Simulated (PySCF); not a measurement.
C2H3BF2 (SMILES C=CB(F)F), singlet, geometry from GFN2-xTB; PySCF with HF/6-31G, polarisability by finite fields.

Input for PySCF:
```python
from pyscf import gto, scf

mol = gto.M(
    atom='''
B    -0.071047   -0.020907    0.505902
F    -0.438169   -0.687479    1.584120
F     0.326608    1.214238    0.749074
C    -0.104421   -0.634744   -0.917439
C     0.264329    0.031348   -2.009890
H    -0.445875   -1.656961   -1.020751
H     0.235439   -0.409622   -2.993419
H     0.610265    1.050660   -1.950103
''',
    basis='6-31g',
    charge=0,
    spin=0,
    verbose=4,
)

mf = scf.RHF(mol)
mf.conv_tol = 1e-11
mf.kernel()
h0, z, done = mf.get_hcore(), mol.intor('int1e_r')[2], []
def energy(F):
    f = mf.copy()
    f.scf_summary = {}
    f.get_hcore = lambda *a: h0 + F * z
    e = f.kernel(mf.make_rdm1())
    done.append(f.converged)
    return e
F = 0.001
alpha = -(energy(F) + energy(-F) - 2 * mf.e_tot) / F**2
print('alpha_zz =', alpha)
```

What does PySCF print? Leave out banner, timings and long lists.


```
PySCF version 2.14.0

[INPUT] verbose = 4
[INPUT] num. atoms = 8
[INPUT] num. electrons = 38
[INPUT] charge = 0
[INPUT] spin (= nelec alpha-beta = 2S) = 0
[INPUT] symmetry False subgroup None
[INPUT] Mole.unit = angstrom
[INPUT] Symbol           X                Y                Z      unit          X                Y                Z       unit  Magmom
[...]
nuclear repulsion = 151.169112094932
number of shells = 31
number of NR pGTOs = 122
number of NR cGTOs = 51
basis = 6-31g
ecp = {}

******** <class 'pyscf.scf.hf.RHF'> ********
method = RHF
initial guess = minao
damping factor = 0
level_shift factor = 0
DIIS = <class 'pyscf.scf.diis.CDIIS'>
diis_start_cycle = 1
diis_space = 8
diis_damp = 0
SCF conv_tol = 1e-11
SCF conv_tol_grad = None
SCF max_cycles = 50
direct_scf = True
direct_scf_tol = 1e-13
Set gradient conv threshold to 3.16228e-06
Initial guess from minao.
init E= -301.803576729749
[...]
cycle= 1 E= -300.976665723027  delta_E= 0.827  |g|= 0.593  |ddm|=  2.5
[...]
cycle= 2 E= -301.047019287666  delta_E= -0.0704  |g|= 0.329  |ddm|= 0.727
[...]
cycle= 3 E= -301.064432725508  delta_E= -0.0174  |g|= 0.0456  |ddm|= 0.225
[...]
cycle= 4 E= -301.065190812095  delta_E= -0.000758  |g|= 0.00758  |ddm|= 0.0702
[...]
cycle= 5 E= -301.065214290477  delta_E= -2.35e-05  |g|= 0.00277  |ddm|= 0.0137
[...]
cycle= 6 E= -301.065216981749  delta_E= -2.69e-06  |g|= 0.000805  |ddm|= 0.0038
[...]
cycle= 7 E= -301.065217264463  delta_E= -2.83e-07  |g|= 0.000161  |ddm|= 0.00154
[...]
cycle= 8 E= -301.065217278068  delta_E= -1.36e-08  |g|= 4.92e-05  |ddm|= 0.000307
[...]
cycle= 9 E= -301.065217279191  delta_E= -1.12e-09  |g|= 1.38e-05  |ddm|= 8.31e-05
[...]
cycle= 10 E= -301.065217279268  delta_E= -7.7e-11  |g|= 5.49e-06  |ddm|= 2.02e-05
[...]
cycle= 11 E= -301.06521727928  delta_E= -1.19e-11  |g|= 2.02e-06  |ddm|= 7.82e-06
[...]
cycle= 12 E= -301.065217279284  delta_E= -4.32e-12  |g|= 5.51e-07  |ddm|= 4.52e-06
[...]
Extra cycle  E= -301.065217279283  delta_E= 5.68e-13  |g|= 2.37e-07  |ddm|= 1.12e-06
converged SCF energy = -301.065217279283

******** <class 'pyscf.scf.hf.RHF'> ********
method = RHF
initial guess = minao
damping factor = 0
level_shift factor = 0
DIIS = <class 'pyscf.scf.diis.CDIIS'>
diis_start_cycle = 1
diis_space = 8
diis_damp = 0
SCF conv_tol = 1e-11
SCF conv_tol_grad = None
SCF max_cycles = 50
direct_scf = True
direct_scf_tol = 1e-13
Overwritten attributes  get_hcore  of <class 'pyscf.scf.hf.RHF'>
Set gradient conv threshold to 3.16228e-06
init E= -301.064072784183
[...]
cycle= 1 E= -301.064090181589  delta_E= -1.74e-05  |g|= 0.00244  |ddm|= 0.0153
[...]
cycle= 2 E= -301.064092155563  delta_E= -1.97e-06  |g|= 0.000964  |ddm|= 0.00363
[...]
cycle= 3 E= -301.064092601624  delta_E= -4.46e-07  |g|= 0.000499  |ddm|= 0.00123
[...]
cycle= 4 E= -301.06409274619  delta_E= -1.45e-07  |g|= 0.000116  |ddm|= 0.00114
[...]
cycle= 5 E= -301.064092756523  delta_E= -1.03e-08  |g|= 5.24e-05  |ddm|= 0.000338
[...]
cycle= 6 E= -301.064092757763  delta_E= -1.24e-09  |g|= 1.18e-05  |ddm|= 0.000122
[...]
cycle= 7 E= -301.064092757832  delta_E= -6.88e-11  |g|= 2.35e-06  |ddm|= 2.98e-05
[...]
cycle= 8 E= -301.064092757834  delta_E= -2.16e-12  |g|= 5.94e-07  |ddm|= 4.96e-06
[...]
Extra cycle  E= -301.064092757835  delta_E= -1.14e-12  |g|= 2.62e-07  |ddm|= 9.35e-07
converged SCF energy = -301.064092757835

******** <class 'pyscf.scf.hf.RHF'> ********
method = RHF
initial guess = minao
damping factor = 0
level_shift factor = 0
DIIS = <class 'pyscf.scf.diis.CDIIS'>
diis_start_cycle = 1
diis_space = 8
diis_damp = 0
SCF conv_tol = 1e-11
SCF conv_tol_grad = None
SCF max_cycles = 50
direct_scf = True
direct_scf_tol = 1e-13
Set gradient conv threshold to 3.16228e-06
init E= -301.066361774383
[...]
cycle= 1 E= -301.066379183438  delta_E= -1.74e-05  |g|= 0.00243  |ddm|= 0.0153
[...]
cycle= 2 E= -301.066381158827  delta_E= -1.98e-06  |g|= 0.000961  |ddm|= 0.00362
[...]
cycle= 3 E= -301.066381604365  delta_E= -4.46e-07  |g|= 0.000499  |ddm|= 0.00122
[...]
cycle= 4 E= -301.066381748995  delta_E= -1.45e-07  |g|= 0.000116  |ddm|= 0.00114
[...]
cycle= 5 E= -301.066381759378  delta_E= -1.04e-08  |g|= 5.22e-05  |ddm|= 0.000338
[...]
cycle= 6 E= -301.066381760611  delta_E= -1.23e-09  |g|= 1.18e-05  |ddm|= 0.000121
[...]
cycle= 7 E= -301.066381760677  delta_E= -6.68e-11  |g|= 2.37e-06  |ddm|= 2.96e-05
[...]
cycle= 8 E= -301.066381760681  delta_E= -3.52e-12  |g|= 5.91e-07  |ddm|= 4.98e-06
[...]
Extra cycle  E= -301.066381760682  delta_E= -1.36e-12  |g|= 2.59e-07  |ddm|= 9.32e-07
converged SCF energy = -301.066381760682
alpha_zz = 39.95995052719081
```
